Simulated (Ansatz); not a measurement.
Consider the ligand exchange at the Si–O bond: `[F][In]([F])[O][SiH3]` + `CC(N)O` → `CC(O)N[SiH3]` + `[OH][In]([F])[F]`.

Computed with Ansatz on PBE0-D4/def2-TZVP structures; ΔE is electronic, products minus reactants. CBS: MP2 limit from def2 TZ/QZ plus the TZ coupled-cluster correction, frozen cores. Elements past krypton have def2 core potentials. For In outer-core shells are correlated without core-valence functions, which leaves a few kJ/mol of doubt a bond. One conformer a species, not always the lowest.

```tsv
species	MP2/def2-TZVPP energy (Eh)
`[F][In]([F])[O][SiH3]`	-755.02035
`CC(N)O`	-210.01977
`CC(O)N[SiH3]`	-500.26822
`[OH][In]([F])[F]`	-464.75213
```

(1) Work out ΔE.

Largest T1 diagnostic among the species: 0.018.

Answers

(1) ΔE = (-500.26822) + (-464.75213) − (-755.02035) − (-210.01977) = 0.01977 Eh = +51.9 kJ/mol. CCSD(T)/CBS gives +52.9 kJ/mol.

From PBE to PBE0 (25 % exact exchange), in def2-TZVPP and without D4, ΔE moves by +5.1 kJ/mol. The D4 term adds −4.3 kJ/mol with B3LYP and −2.5 kJ/mol with PBE0; it sums over pairs of atoms, weighted by their polarisabilities, and B3LYP, whose exchange is more repulsive, gets the larger term. In def2-TZVPP, CCSD(T) changes the Hartree–Fock value by −16.5 kJ/mol (the triples alone add −2.4 kJ/mol) and MP2 by −17.5 kJ/mol.

B3LYP here is the variant with VWN-RPA as its local correlation; programs differ in this.
